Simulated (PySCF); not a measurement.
Unknowns

How the numbers were obtained: PBE0/pcSseg-1 with gauge-including orbitals, structure optimised with GFN2-xTB, in PySCF 2.14 (in vacuum, relativity neglected, single conformer, fast rotation and ring inversion assumed for equivalent nuclei).

δ = σ(ref) − σ, references computed at the same level: $^{1}$H (σref 31.72) and $^{13}$C (σref 186.93) vs TMS. Splittings of carbon signals by F and P are missing where no couplings were computed. Where no couplings were computed, multiplicities follow the n + 1 count of equivalent neighbours, and m marks all less simple cases (inequivalent or close neighbours, rings, F or P nearby). Shifts are as computed. Against solution values, carbons near 30 ppm lie about +3 ppm off and those near 130 ppm about +5 ppm; carbons on Cl a further +6 ppm. Of 1211 compounds with measured shifts, 218 miss one by over three times the rms of a fit or turn the order of signals round; such compounds aren't used in these exercises. Carbons bonded to Cl come out too deshielded.

Question: C3H11PSi. $^{1}$H NMR (300 MHz, computed): δ 0.88 (m, 2H), 0.20 (m, 9H). $^{13}$C{$^{1}$H} NMR (computed): δ 2.6. Identify the compound.

Answer: Me3SiPH2 (trimethylsilylphosphine) (SMILES C[Si](C)(C)P). 1 carbon signal for 3 carbons: some carbons are equivalent by symmetry or fast rotation. Carbon types of the structure: 3 × CH3, leaving 2 H on heteroatoms. δC 2.6: methyl carbon bonded to Si; an electropositive neighbour leaves it electron-rich and shielded. δH 0.88: hydrogen on a phosphorus bonded to Si. δH 0.20: hydrogen on a methyl carbon bonded to Si; an electropositive neighbour shields it, as in TMS itself.

This is the structure that produced the data.

Question: C9H8F2. $^{1}$H NMR (400 MHz, computed): δ 8.07 (m, 1H), 7.80 (m, 1H), 7.77 (m, 1H), 7.71 (m, 1H), 7.58 (m, 1H), 7.14 (m, 1H), 6.03 (m, 1H), 5.80 (m, 1H). $^{13}$C{$^{1}$H} NMR (computed): δ 143.4, 143.2, 137.6, 136.4, 133.7, 132.5, 130.8, 126.4, 119.8. Give a structure.

Answer: `C1(C=C)=CC=CC=C1C(F)F`. The formula gives 5 degrees of unsaturation (1 ring in the answer). 9 carbon signals for 9 carbons: no two carbons are equivalent. Carbon types of the structure: 2 × C, 6 × CH, 1 × CH2, which accounts for all hydrogens. δC 143.2: alkene CH; as expected for a trigonal carbon in a double bond. δC 136.4, 133.7, 132.5, 130.8: aromatic CH; the aromatic region. δC 126.4: terminal =CH2 carbon; as expected for a trigonal carbon in a double bond. δC 119.8: sp3 CH bonded to 2 F, on an aromatic ring; 2 electronegative neighbours deshield it.

This is the structure that produced the data.

Question: C3H7ClOSi2. $^{1}$H NMR (400 MHz, computed): δ 7.42 (s, 1H), 4.41 (s, 3H), 4.34 (s, 3H). $^{13}$C{$^{1}$H} NMR (computed): δ 189.4 (C), 177.8 (C), 155.3 (CH). Identify the compound.

Answer: `O=C(Cl)C=C([SiH3])[SiH3]`. The formula gives 2 degrees of unsaturation (no ring in the answer). 3 carbon signals for 3 carbons: no two carbons are equivalent. Carbon types of the structure: 2 × C, 1 × CH, leaving 6 H on heteroatoms. δC 189.4: β carbon of a C=C–C=O unit; conjugation with the carbonyl draws π density from the β position. δC 177.8: carbonyl carbon. δC 155.3: α carbon of a C=C–C=O unit; an sp2 carbon of a C=C bond. δH 7.42: hydrogen on an α carbon of a C=C–C=O unit; olefinic region.

The shifts were computed for this structure.
